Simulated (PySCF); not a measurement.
# Magnetic susceptibility: SMILES C=N[C@@H]1[C@@H]2C=CC[C@@H]21, C7H9N

Molfile (atoms numbered from 1):
```
C7H9N
     RDKit          3D

 17 18  0  0  0  0  0  0  0  0999 V2000
    2.6376    0.1693   -0.2317 C   0  0  0  0  0  0  0  0  0  0  0  0
    1.3926    0.2389   -0.0958 N   0  0  0  0  0  0  0  0  0  0  0  0
    0.6847   -0.7901    0.5233 C   0  0  2  0  0  0  0  0  0  0  0  0
   -0.7134   -1.1261    0.0114 C   0  0  2  0  0  0  0  0  0  0  0  0
   -1.3121   -0.1188   -0.8886 C   0  0  0  0  0  0  0  0  0  0  0  0
   -1.4860    1.0378   -0.2639 C   0  0  0  0  0  0  0  0  0  0  0  0
   -1.0663    0.9787    1.1761 C   0  0  0  0  0  0  0  0  0  0  0  0
   -0.5411   -0.4357    1.3341 C   0  0  2  0  0  0  0  0  0  0  0  0
    3.1466    0.9896   -0.7140 H   0  0  0  0  0  0  0  0  0  0  0  0
    3.2525   -0.6731    0.1078 H   0  0  0  0  0  0  0  0  0  0  0  0
    1.2703   -1.6434    0.8838 H   0  0  0  0  0  0  0  0  0  0  0  0
   -0.9668   -2.1703   -0.0992 H   0  0  0  0  0  0  0  0  0  0  0  0
   -1.5458   -0.3367   -1.9155 H   0  0  0  0  0  0  0  0  0  0  0  0
   -1.8710    1.9434   -0.6983 H   0  0  0  0  0  0  0  0  0  0  0  0
   -0.2963    1.7231    1.3861 H   0  0  0  0  0  0  0  0  0  0  0  0
   -1.9100    1.1655    1.8454 H   0  0  0  0  0  0  0  0  0  0  0  0
   -0.6824   -0.9400    2.2786 H   0  0  0  0  0  0  0  0  0  0  0  0
  1  2  2  0
  2  3  1  0
  3  4  1  0
  4  5  1  0
  5  6  2  0
  6  7  1  0
  7  8  1  0
  8  3  1  0
  8  4  1  0
  1  9  1  0
  1 10  1  0
  3 11  1  1
  4 12  1  1
  5 13  1  0
  6 14  1  0
  7 15  1  0
  7 16  1  0
  8 17  1  1
M  END
```

Method used: GIAO HF/pcSseg-1 magnetisability, rotational g tensor and spin-rotation constants, non-relativistic, gas phase in PySCF. Geometry: GFN2-xTB.

(1) What are the magnetisability and the molar susceptibility?

(2) Split it along the inertial axes a, b, c into diamagnetic and paramagnetic parts about the centre of mass, with the quadrupole moment.

(3) And the rotational g tensor?

Results:

(1) Isotropic -1209 × 10⁻³⁰ J/T², or -72.8 × 10⁻⁶ cm³/mol; principal values -1261, -1228, -1137 × 10⁻³⁰ J/T², anisotropy 111 × 10⁻³⁰ J/T² (root of half the summed squared differences of the principal values). The susceptibility is in cgs units.

(2) 
| axis | χ (10⁻⁶ cm³/mol) | diamagnetic (10⁻⁶ cm³/mol) | paramagnetic (10⁻⁶ cm³/mol) | summed x² of all electrons (Å²) | quadrupole Θ (D Å) |
| --- | --- | --- | --- | --- | --- |
| a | -69.4 | -427.5 | 358.1 | 137.6 | +3.00 |
| b | -74.9 | -788.5 | 713.6 | 52.5 | -0.74 |
| c | -74.1 | -806.5 | 732.5 | 48.3 | -2.27 |

Anisotropies 2χaa − χbb − χcc = +10.2 and 2χbb − χaa − χcc = -6.4 × 10⁻⁶ cm³/mol. Θ is traceless in Buckingham's convention.

(3) 
```
axis  rotational constant (GHz)        g  nuclear part  electronic part
   a                     3.8861  -0.0267        0.6270          -0.6537
   b                     1.7756  -0.0057        0.5895          -0.5952
   c                     1.7360  -0.0056        0.5918          -0.5974
```
Asymmetric top; isotopes 12C, 1H, 14N; no vibrational averaging.
